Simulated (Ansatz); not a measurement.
System: tribromo(chloro)germane, sum formula GeBr₃Cl (charge 0, singlet). 
Geometry from a B3LYP-D3(BJ)/def2-TZVP (Ansatz, an electronic-structure program) optimisation:
```
Ge
Cl 1 2.1437
Br 1 2.2977 2 109.00
Br 1 2.2977 2 109.00 3 -120.00
Br 1 2.2977 2 109.00 4 -120.00
```

Basis-set convergence of Hartree-Fock and CCSD correlation energies (hartree) with Ansatz. Cores are frozen in the correlated levels unless marked. No spin-orbit coupling. Frozen are the shells of the preceding noble gas and the d and f shells that filled before the atom's block. Non-relativistic.

```
basis       functions         E(HF)  E(corr, CCSD)
----------  ---------  ------------  -------------
def2-SVP          146  -10250.94055       -0.61707
def2-TZVPP        234  -10252.31591       -0.82747
def2-QZVPP        426  -10252.51777       -0.90318
```

Extrapolating the two largest sets (X = 3 and 4) as X^-3: E(corr) = (64·(-0.90318) - 27·(-0.82747))/37 = -0.9584 Eh, an estimate of the basis-set limit. The largest set recovers 94.2 % of it, the smallest 64.4 %.
